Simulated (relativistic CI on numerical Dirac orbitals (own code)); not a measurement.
These numbers are calculated, not measured: Dirac-Coulomb-Breit CI, KLI orbitals optimised for each configuration, model QED (radiative potential, 1s self-energy scaled to tabulated hydrogen-like ionisation energies), valence Slater integrals scaled by 0.85, P86 correlation estimate, and configurations built on the next ion tied to the tabulated ionisation energy (semi-empirical) (own radial code, finite nucleus).

Configuration list (outside the closed core [Ne]): 3s2 3p6 3d, 3s2 3p6 4s, 3s2 3p6 4p, 3s2 3p6 4d, 3s2 3p6 5s, 3s2 3p6 4f, 3s2 3p5 3d2, 3s2 3p4 3d3, 3s 3p6 3d2, 3s2 3p6 5p, 3s2 3p6 5d, 3s2 3p6 5f, 3s2 3p6 5g, 3s2 3p5 3d 4s, 3p6 3d3, 3s2 3p5 3d 4p, 3s 3p5 3d3, 3s2 3p5 3d 4d, 3s2 3p5 3d 5s, 3s2 3p5 3d 4f. Levels of other configurations are missing.

Configurations that consist of the next ion and one excited electron were tied to the tabulated ionisation energy; Rydberg ones are usually within 1,000 to 3,000 cm⁻¹ and the lowest ones within about 6,000 (9,000 in d shells), while levels on excited terms of the next ion carry the error of that term, and the other configurations can be misplaced by 10,000 cm⁻¹ or more. Rates follow the energies as ν³ (E1, M1) or ν⁵ (E2), so rates, branching and lifetimes can be off by large factors. 31 of the 51 excited levels that our extract of the measured tables holds in this range could be paired (the sources list more); they are missed by 14227 cm⁻¹ on average and 28864 at most, and levels without a partner can miss by more.

Outline of the computed level scheme of Cr VI. Lowest level of each configuration: 3s2 3p6 3d 2D_3/2 at 0.0000 eV; 3s2 3p6 4s 2S_1/2 at 28.5311 eV; 3s2 3p6 4p 2P°_1/2 at 37.0941 eV; 3s2 3p5 3d2 4D°_1/2 at 42.6582 eV; 3s2 3p6 4d 2D_3/2 at 50.2915 eV.

Some strong electric-dipole decays among the lowest 45 levels: 3s2 3p6 4p 2P°_1/2 → 3s2 3p6 3d 2D_3/2 (1.0e+10 s⁻¹); 3s2 3p6 4p 2P°_3/2 → 3s2 3p6 3d 2D_5/2 (9.0e+09 s⁻¹); 3s2 3p6 4d 2D_5/2 → 3s2 3p6 4p 2P°_3/2 (4.3e+09 s⁻¹); 3s2 3p6 4d 2D_3/2 → 3s2 3p6 4p 2P°_1/2 (3.7e+09 s⁻¹); 3s2 3p6 4p 2P°_3/2 → 3s2 3p6 3d 2D_3/2 (1.0e+09 s⁻¹); 3s2 3p6 4p 2P°_3/2 → 3s2 3p6 4s 2S_1/2 (8.7e+08 s⁻¹); 3s2 3p6 4p 2P°_1/2 → 3s2 3p6 4s 2S_1/2 (8.1e+08 s⁻¹); 3s2 3p6 4d 2D_3/2 → 3s2 3p6 4p 2P°_3/2 (7.1e+08 s⁻¹).

LS names give the leading component of a level, which can be under half, so a name can repeat, a term be missing and a line seem to break the LS rules.
